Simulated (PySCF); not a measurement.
SMILES CC(C)C(OC(C)C)=O, GFN2-xTB optimised geometry.

```
23

C     -2.67     0.07    -3.30
C     -2.32    -0.49    -1.93
C     -2.77    -1.93    -1.77
O     -0.90    -0.46    -1.74
C     -0.35     0.68    -1.30
O     -0.98     1.67    -1.02
C      1.16     0.56    -1.23
C      1.69     1.28     0.00
C      1.72     1.17    -2.52
H     -3.74     0.05    -3.46
H     -2.33     1.11    -3.38
H     -2.18    -0.51    -4.08
H     -2.78     0.14    -1.15
H     -3.85    -2.00    -1.88
H     -2.29    -2.55    -2.53
H     -2.49    -2.31    -0.79
H      1.41    -0.51    -1.20
H      1.34     0.80     0.91
H      1.33     2.31     0.00
H      2.78     1.28     0.00
H      1.35     0.64    -3.39
H      2.81     1.10    -2.52
H      1.43     2.21    -2.59
```

Density from PBE0/def2-SVP run with PySCF at that geometry.

Minimum of the electron density along straight lines between bonded atoms, close to the bond critical point (lines longer than 1.1 times the sum of covalent radii, or with two minima, are not listed):

```csv
bond,length / Å,ρ at the minimum / e bohr⁻³,∇²ρ there / e bohr⁻⁵,position (fraction from the first atom)
C1–C2,1.525,0.249,-0.58,0.49
C2–C3,1.522,0.251,-0.59,0.51
C2–O4,1.438,0.236,[?],0.34
O4–C5,1.333,[?],-0.30,0.67
C5–O6,1.203,[?],0.34,0.33
C5–C7,1.519,0.256,-0.62,0.53
C7–C8,1.525,0.243,-0.55,0.51
C7–C9,1.532,0.239,-0.53,0.50
C1–H10,1.086,0.276,-1.01,0.62
C1–H11,1.087,0.278,-1.03,0.63
C1–H12,1.088,0.276,-1.01,0.62
C2–H13,1.098,0.284,-1.09,0.64
C3–H14,1.086,0.277,-1.01,0.62
C3–H15,1.087,0.277,-1.02,0.63
C3–H16,1.087,0.277,-1.02,0.63
C7–H17,1.093,0.278,-1.02,0.63
C8–H18,1.088,0.277,-1.01,0.62
C8–H19,1.087,0.278,-1.03,0.63
C8–H20,1.087,0.276,-1.01,0.62
C9–H21,1.088,0.277,-1.02,0.63
C9–H22,1.088,0.276,-1.01,0.62
C9–H23,1.088,0.277,-1.02,0.63
```

### Question
What belongs in the gaps?

### Answer

- C2–O4, ∇²ρ there / e bohr⁻⁵: -0.32
- O4–C5, ρ at the minimum / e bohr⁻³: 0.306
- C5–O6, ρ at the minimum / e bohr⁻³: 0.418
